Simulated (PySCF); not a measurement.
What settings do to a single point of [TlS2]−

The sound run of [TlS2]− (singlet) uses PySCF 2.14.0, RKS PBE, Tl def2-SVP with ECP60, S def2-SVP; non-relativistic Hamiltonian with scalar-relativistic core potentials where named; density fitting; no spin-orbit coupling, grid (50, 194), threshold 1e-8 Eh and 55 cycles, at the relaxed geometry:

```xyz
3

Tl    0.0000    0.0000    0.0000
S     0.0000    0.0000    2.3367
S     0.0000    0.0000   -2.3367
```

There Tl1 has a Mulliken charge of -0.06 e and the dipole about the centre of mass is 0.00 D. Each run below changes one thing and starts from free metal ions and neutral atoms unless it says otherwise; with 55 cycles, smearing, a level shift and second-order steps follow where DIIS fails, and their cycles count. Energy shifts count from the sound run.

```json
{"change": "grid (99, 590)", "outcome": "converged", "cycles": "10", "energy shift (eV)": "-0.0008", "largest force component (eV/Å)": "0.00", "charge on Tl1 (e)": "-0.06", "dipole about the centre of mass (D)": "0.00"}
{"change": "start from a density of up to 30 smeared cycles (not counted)", "outcome": "converged", "cycles": "7", "energy shift (eV)": "0.0000", "largest force component (eV/Å)": "0.00", "charge on Tl1 (e)": "-0.06", "dipole about the centre of mass (D)": "0.00"}
{"change": "cycle limit 3", "outcome": "not converged", "cycles": "3", "energy shift (eV)": "–", "largest force component (eV/Å)": "–", "charge on Tl1 (e)": "–", "dipole about the centre of mass (D)": "–"}
{"change": "charge changed by +5, spin kept, limit 62 cycles", "outcome": "refused", "cycles": "–", "energy shift (eV)": "–", "largest force component (eV/Å)": "–", "charge on Tl1 (e)": "–", "dipole about the centre of mass (D)": "–"}
```

Problem. How does the run with this change end: threshold 0.0001?

Solution. outcome converged, cycles 7, energy shift (eV) 0.0000, largest force component (eV/Å) 0.00, charge on Tl1 (e) -0.06, dipole about the centre of mass (D) 0.00.

Forces carry noise of the integration grid, about 0.01 to 0.03 eV/Å.
